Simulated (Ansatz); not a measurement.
`F[Si](F)(F)B(Cl)Cl` and `C=C[Si](F)(F)F` differ in one atom or group.

Ansatz, PBE0-D4/def2-TZVP geometries, multiplicity 1. Each molecule was computed in one conformer, which needn't be the lowest.

```json
{"property": "size of the dipole moment (PBE/def2-TZVPP) / D", "`F[Si](F)(F)B(Cl)Cl`": "1.60"}
{"property": "size of the dipole moment (B3LYP/def2-TZVPP) / D", "`F[Si](F)(F)B(Cl)Cl`": "1.60"}
{"property": "HOMO–LUMO gap (ωB97M-V/def2-TZVPP) / eV", "`F[Si](F)(F)B(Cl)Cl`": "10.55"}
{"property": "LUMO energy (PBE/def2-TZVPP) / eV", "`F[Si](F)(F)B(Cl)Cl`": "-3.70"}
{"property": "LUMO energy (B3LYP/def2-TZVPP) / eV", "`F[Si](F)(F)B(Cl)Cl`": "-2.99"}
{"property": "HOMO–LUMO gap (PBE/def2-TZVPP) / eV", "`F[Si](F)(F)B(Cl)Cl`": "4.05"}
```

Question: What does the change do to each property? (An estimate is asked.)

Answer: Computed: 
| property | `C=C[Si](F)(F)F` | shift |
| --- | --- | --- |
| size of the dipole moment (PBE/def2-TZVPP) / D | 2.46 | 0.86 |
| size of the dipole moment (B3LYP/def2-TZVPP) / D | 2.58 | 0.98 |
| HOMO–LUMO gap (ωB97M-V/def2-TZVPP) / eV | 12.15 | 1.60 |
| LUMO energy (PBE/def2-TZVPP) / eV | -2.19 | 1.51 |
| LUMO energy (B3LYP/def2-TZVPP) / eV | -1.41 | 1.58 |
| HOMO–LUMO gap (PBE/def2-TZVPP) / eV | 5.52 | 1.47 |

With PBE0 the HOMO rises by 0.25 eV and the LUMO rises by 1.65 eV, so the gap widens by about 1.40 eV. PBE moves the HOMO by 0.04 eV and ωB97M-V by 0.13 eV. Dipoles are sizes alone; their direction can turn.

B3LYP here is the variant with VWN-RPA as its local correlation; programs differ in this.
